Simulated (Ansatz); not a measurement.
`OB1CS1` + HCl → `ClB1CS1` + H₂O at 500 K and 1 bar (ligand exchange at a B–O bond).

Computed with Ansatz on PBE0-D4/def2-TZVP structures; ΔE is electronic, products minus reactants. CCSD(T)/CBS adds triple-zeta CCSD(T) − MP2 to the extrapolated MP2 energy (def2 sets, frozen cores). This one scheme is used for every species. One conformer a species, not always the lowest.

| species | CCSD(T)/CBS energy (Eh) | H − E (kJ/mol) | S (J/(mol·K)) |
| --- | --- | --- | --- |
| `OB1CS1` | -537.64757 | 153.0 | 326.7 |
| HCl | -460.38127 | 32.5 | 201.9 |
| `ClB1CS1` | -921.63854 | 115.9 | 332.7 |
| H₂O | -76.37941 | 73.2 | 206.3 |

H − E and S are ideal-gas, rigid-rotor, harmonic terms from PBE0-D4/def2-TZVP, for one conformer and one mirror image of each species. 1 Eh = 2625.50 kJ/mol, R = 8.31446 J/(mol·K).

**Question.** By hand: ΔE, ΔH, ΔS and ΔG.

**Answer.** ΔE = (-921.63854) + (-76.37941) − (-537.64757) − (-460.38127) = 0.01089 Eh = 28.6 kJ/mol. Δ(H − E) = 115.9 + 73.2 − 153.0 − 32.5 = 3.6, so ΔH = 32.2 kJ/mol. ΔS = 332.7 + 206.3 − 326.7 − 201.9 = 10.4 J/(mol·K). ΔG = 32.2 − 500 × (10.4)/1000 = 27.0 kJ/mol.

**Question.** By hand: the equilibrium constant, and the temperature at which ΔG would vanish if ΔH and ΔS stayed fixed.

**Answer.** log₁₀ K = −ΔG/(RT ln 10) = -2.8. ΔG = 0 at ΔH/ΔS = 3096 K, far beyond where these terms or the molecules hold.

The number of gas molecules stays the same, so ΔS is small and ΔH decides. A doubt of 5 kJ/mol in ΔE shifts log₁₀ K by 0.5 here. Other conformers and mirror images would add mixing entropy, several J/(mol·K) or more a flexible species. These are equilibria of isolated gas molecules and say nothing of rates. Largest T1 diagnostic: 0.014 (customary marks: 0.02 for closed shells, 0.045 for open ones).
